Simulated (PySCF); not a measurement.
## Computed properties of SiCl2, SMILES Cl[Si]Cl

SiCl₂, SMILES Cl[Si]Cl (connectivity only; charge and spin as stated), neutral, multiplicity 1. The structure is a stationary point at PBE0-D3(BJ)/def2-TZVP. The isomer is the one that the SMILES or the coordinates give; other isomers of the formula were not compared. The values are those of a single conformer. All values are computed for the isolated molecule unless a solvent is named; none is compared with measurement here.

**Structure.** The optimised structure has C2v symmetry. All 3 harmonic modes at PBE0-D3(BJ)/def2-TZVP (PySCF) are real, so it is a minimum. With heavy atoms numbered as in [Si:1]([Cl:2])[Cl:3], the shortest bond between them is Si1–Cl3 at 2.077 Å and the longest Si1–Cl2 at 2.077 Å.

**Vibrations.** The strongest infrared lines (harmonic, unscaled, degenerate partners summed) lie at 515 cm⁻¹ (194 km/mol, Si 60 %, Cl 40 %), 520 cm⁻¹ (84 km/mol, Si 55 %, Cl 45 %), 198 cm⁻¹ (2 km/mol, Cl 84 %, Si 16 %). The softest mode is at 198 cm⁻¹ and the zero-point energy is 1.8 kcal/mol.

**Electronic structure.** ωB97X/def2-TZVPD (PySCF) places the frontier levels at -10.02 and -0.83 eV, a gap of 9.19 eV, and gives a dipole moment of 0.92 D and a mean polarisability of 57.9 bohr³. PBE/def2-TZVPD (PySCF) at the same geometry gives -6.70 and -3.70 eV, so its gap is 6.19 eV narrower. An orbital gap is neither the optical nor the fundamental gap.

**Excitations.** TDDFT-PBE0/def2-SVPD (PySCF) has S1 at 3.83 eV (323 nm, f = 0.029, weak); the most intense of the 10 singlets computed lies at 6.94 eV (f = 0.31). T1 (TDA) is at 2.26 eV. TDDFT-PBE/def2-SVPD (PySCF) puts S1 at 3.71 eV. No vertical singlet excitation falls in the visible range (under 3.1 eV).

**NMR.** GIAO shifts at PBE0/pcSseg-2 (PySCF) (non-relativistic, atoms alike by connectivity averaged): ²⁹Si at 281.5 ppm against TMS. Without spin–orbit terms, shifts of atoms bonded to Cl or Br come out too high.

**Solvation.** SMD-B3LYP/def2-SVP (PySCF) gives -0.5 kcal/mol in water, -3.3 kcal/mol in chlorobenzene, -3.2 kcal/mol in ethylethanoate (1 M in both phases, gas-phase geometry); of these solvents chlorobenzene holds the molecule best.
